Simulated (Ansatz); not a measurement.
Program: Ansatz. Geometries: PBE0-D4/def2-TZVP. ΔE: electronic, gas phase. CCSD(T)/CBS adds triple-zeta CCSD(T) − MP2 to the extrapolated MP2 energy (def2 sets, frozen cores). This one scheme is used for every species. Each species was taken in one conformer, which may not be the lowest.

`F[SiH]1CO1` + `[SiH3]S` → `[SiH3]S[SiH]1CO1` + H–F  (ligand exchange at the Si–F bond)

`F[SiH]1CO1`:

Z-matrix (Å, degrees):
```
Si
C 1 1.790
O 1 1.634 2 51.9
F 1 1.584 2 121.7 3 102.6
H 1 1.469 2 127.6 3 -100.2
H 2 1.088 1 121.1 3 -98.1
H 2 1.087 1 123.7 3 97.4
```

`[SiH3]S`:

Cartesian coordinates in Å:
```
Si -0.423 -0.186 -0.255
S 0.742 0.437 1.425
H -0.629 0.924 -1.220
H -1.724 -0.605 0.320
H 0.208 -1.326 -0.966
H 1.826 0.756 0.696
```

`[SiH3]S[SiH]1CO1`:

Cartesian coordinates in Å:
```
Si 0.995 -1.605 1.518
S -0.900 -0.779 0.939
Si -0.193 0.566 -0.522
C -1.291 1.697 -1.387
O -0.789 0.470 -2.059
H 0.673 -2.652 2.515
H 1.691 -2.199 0.350
H 1.860 -0.565 2.128
H 1.265 0.781 -0.392
H -2.367 1.674 -1.227
H -0.942 2.611 -1.863
```

H–F:

Z-matrix (Å, degrees):
```
F
H 1 0.920
```

```
             level  ΔE (kcal/mol)
SCS-MP2/def2-TZVPP           17.8
   CCSD/def2-TZVPP           18.4
```

(1) What does CCSD(T)/CBS give? (Best estimate.)

Largest T1 diagnostic among the species: 0.013.

Results:

(1) Ansatz gave: +16.0 kcal/mol. The listed levels differ from it by 1.8, 2.4 kcal/mol.

The D4 term adds −3.2 kcal/mol with B3LYP and −1.8 kcal/mol with PBE0; it sums over pairs of atoms, weighted by their polarisabilities, and B3LYP, whose exchange is more repulsive, gets the larger term. In def2-TZVPP, CCSD(T) changes the Hartree–Fock value by −6.8 kcal/mol (the triples alone add −1.4 kcal/mol) and MP2 by −8.3 kcal/mol.

B3LYP here is the variant with VWN-RPA as its local correlation; programs differ in this.
